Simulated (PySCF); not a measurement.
Compound: 1-fluorohexane, C6H13F.
Geometry (GFN2-xTB, Å), atoms numbered from 1 in this order:
```
atom  x, y, z in Å
C1     3.1882    0.1612   -0.1103
C2     1.7997    0.5651    0.3695
C3     0.7021   -0.2137   -0.3516
C4    -0.6906    0.1840    0.1291
C5    -1.7873   -0.5925   -0.5977
C6    -3.1759   -0.1980   -0.1174
F7    -3.4320    1.1225   -0.4038
H8     3.2935    0.3519   -1.1762
H9     3.9546    0.7247    0.4164
H10    3.3596   -0.8988    0.0655
H11    1.7208    0.3883    1.4449
H12    1.6529    1.6339    0.1989
H13    0.7800   -0.0341   -1.4266
H14    0.8500   -1.2837   -0.1846
H15   -0.8432    1.2521   -0.0383
H16   -0.7691    0.0014    1.2039
H17   -1.7170   -0.4054   -1.6712
H18   -1.6651   -1.6640   -0.4284
H19   -3.9562   -0.7801   -0.6190
H20   -3.2703   -0.3041    0.9685
```

Level of theory: PBE0/pcSseg-1 in PySCF (dipole) on a GFN2-xTB geometry, gas phase.

Masses are those of the commonest isotopes; rigid-rotor values at the optimised geometry. The values belong to one conformer with, in the numbering `[CH3:1][CH2:2][CH2:3][CH2:4][CH2:5][CH2:6][F:7]`, C1–C2–C3–C4 180°, C2–C3–C4–C5 180°, C3–C4–C5–C6 180°, C4–C5–C6–F7 64°.

(1) What are A, B and C (MHz)?

(2) What kind of rotor is it?

(3) Is it planar, by Δ = Ic − Ia − Ib?

(4) Give the other two planar moments, Paa and Pbb, and the rms extents of the mass along the axes.

(5) List the rotational levels J(Ka,Kc) to J = 2 (K).

(6) Which types of transition are allowed, and where do some lines up to J = 3 fall?

(7) Estimate the classical rotational partition function at 10 K, 50 K and 100 K.

## Answers

(1) Ia = 58.65, Ib = 617.04, Ic = 643.23 u·Å²; 505379 MHz·u·Å²/I gives A = 8617, B = 819.0, C = 785.7 MHz.

(2) A near-prolate asymmetric top: κ = (2 × 819.0 − 8617 − 785.7)/(8617 − 785.7) = -0.99.

(3) Not planar: Δ = Ic − Ia − Ib = -32.46 u·Å². For a rigid frame Δ = −2 Σ m c², so Σ m c² = 16.23 u·Å² lies off the ab plane: 10.75 from hydrogen and 5.48 from heavier atoms. The atom farthest from that plane is 1.39 Å away.

(4) Paa = Σ m a² = (Ib + Ic − Ia)/2 = 600.81 and Pbb = Σ m b² = (Ia + Ic − Ib)/2 = 42.42 u·Å². With the mass M = 104.10 u, the rms extents √(P/M) along a, b and c are 2.40, 0.64, 0.39 Å.

(5) Above 0(0,0), as E/k:
J = 1: 1(0,1) 0.077, 1(1,1) 0.451, 1(1,0) 0.453
J = 2: 2(0,2) 0.231, 2(1,2) 0.604, 2(1,1) 0.608, 2(2,1) 1.731, 2(2,0) 1.731
The levels of one J sum to (2J + 1)J(J + 1)(A + B + C)/3.

(6) The dipole components are |μa| = 0.66 D, |μb| = 1.48 D, |μc| = 0.66 D. Intensities carry the squares of the components, which stand as 0.20 : 1.00 : 0.20 (a : b : c). Some lines, for components of 0.1 D or more:

| type | branch | J(Ka,Kc) | MHz | lower level (cm⁻¹) |
| --- | --- | --- | --- | --- |
| a | R | 2(0,2) ← 1(0,1) | 3209 | 0.054 |
| a | R | 3(0,3) ← 2(0,2) | 4814 | 0.161 |
| b | Q | 2(1,1) ← 2(0,2) | 7865 | 0.161 |
| b | Q | 3(1,2) ← 3(0,3) | 7915 | 0.321 |
| c | R | 1(1,0) ← 0(0,0) | 9436 | 0.000 |
| c | Q | 3(2,2) ← 3(1,2) | 23343 | 0.585 |
| c | R | 2(2,0) ← 1(1,0) | 26636 | 0.315 |
| c | R | 2(2,1) ← 1(1,1) | 26669 | 0.314 |
| b | R | 2(2,0) ← 1(1,1) | 26669 | 0.314 |
| b | Q | 3(3,0) ← 3(2,1) | 39072 | 1.364 |
| c | R | 3(3,1) ← 2(2,1) | 43886 | 1.203 |

(7) Point group C1, symmetry number σ = 1; q = (√π/σ)·√((kT/h)³/(ABC)), k/h = 20836.6 MHz/K: 2260 at 10 K, 25300 at 50 K, 71600 at 100 K.

GFN2-xTB frequencies: not computed here. No vibrational averaging or centrifugal distortion is included, and the geometry carries the error of its method. A rigid rotor knows nothing of internal rotation, which can split or shift real lines.
